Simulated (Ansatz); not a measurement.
MoNO₃H₃⁻, that is MoN(OH)3 with one electron more. Total charge -1; doublet. Geometry B3LYP-D4/def2-SVPD.

```xyz
8

Mo    0.0461   -0.1392    0.0347
N    -0.5250   -1.6141    0.5367
O    -0.7258    1.3184    1.1898
H    -0.8507    1.0588    2.1076
O    -1.0741    0.5340   -1.4972
H    -1.3909   -0.1661   -2.0759
O     2.0171   -0.0899   -0.2338
H     2.5034   -0.9020   -0.0619
```

In the def2 sets Mo takes a core potential; there is no spin–orbit coupling. At PBE-D4/def2-TZVPD, PBE0-D4/def2-TZVPD the highest occupied level of the relaxed charge -1 doublet lies above zero (up to 1.75 eV). By energy differences its removal costs 0.37 eV (each at its own geometry, to the charge 0 singlet, at PBE-D4/def2-TZVPD); the vertical value is larger still, so the positive level points to self-interaction error. No other spin state of charge -1 was run.

**Question.** Estimate the α-spin orbital energies around the gap (eV) in Ansatz with PBE-D4/def2-TZVPD, PBE0-D4/def2-TZVPD.

**Answer.** 
```
orbital  PBE-D4/def2-TZVPD  PBE0-D4/def2-TZVPD
 HOMO−5              -2.55               -4.11
 HOMO−4              -2.34               -3.78
 HOMO−3              -1.91               -3.22
 HOMO−2              -1.58               -2.95
 HOMO−1              -1.55               -2.88
   HOMO               1.75                0.27
   LUMO               2.70                3.32
 LUMO+1               2.73                3.64
 LUMO+2               3.21                3.86
 LUMO+3               3.34                4.01
 LUMO+4               4.03                4.47
 LUMO+5               4.59                5.40
 β HOMO              -1.44               -2.78
 β LUMO               2.64                3.30
```
